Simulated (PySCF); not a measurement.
## Multinuclear NMR of C5H15NSi2

Structure with atom numbers: `[CH3:1][SiH2:2]/[CH:3]=[CH:4]/[SiH2:5][N:6]([CH3:7])[CH3:8]`; H(Xn) means a hydrogen on atom n.

Calculated, not measured (PySCF): PBE0/pcSseg-1 with gauge-including orbitals, GFN2-xTB geometry. Relativity neglected, one computed conformer, rapidly exchanging positions averaged, isolated molecule.

Q: Predict the 29Si NMR data.

A: 
```json
{"atoms": "Si5", "environment": "silicon bonded to C, N, 2 H", "σ (ppm)": "378.3", "δ (ppm)": "-31.0"}
{"atoms": "Si2", "environment": "silicon bonded to 2 C, 2 H", "σ (ppm)": "393.4", "δ (ppm)": "-43.4"}
```

Shieldings were converted by a linear fit to measured shifts: 29Si (scatter 8.9 ppm rms, 25.8 ppm with the 6 outliers that the fit left out vs TMS, solution or neat liquid). Occasional misses reach two or three times the rms, and more in compound classes unlike the fitted ones.

On a 600 MHz spectrometer 29Si resonates near 119.2 MHz, so 1 ppm is 119.2 Hz.

Q: Where does 15N resonate?

A: 
```tsv
atoms	environment	σ (ppm)	δ (ppm)
N6	nitrogen bonded to 2 C, Si	251.7	-380.0
```

Shieldings were converted by a linear fit to measured shifts: 15N: δ = -148.07 − 0.921σ (rms 6.3 ppm, 71 shifts vs CH3NO2, solution or neat liquid). Occasional misses reach two or three times the rms, and more in compound classes unlike the fitted ones.

On a 400 MHz spectrometer 15N resonates near 40.5 MHz, so 1 ppm is 40.5 Hz.
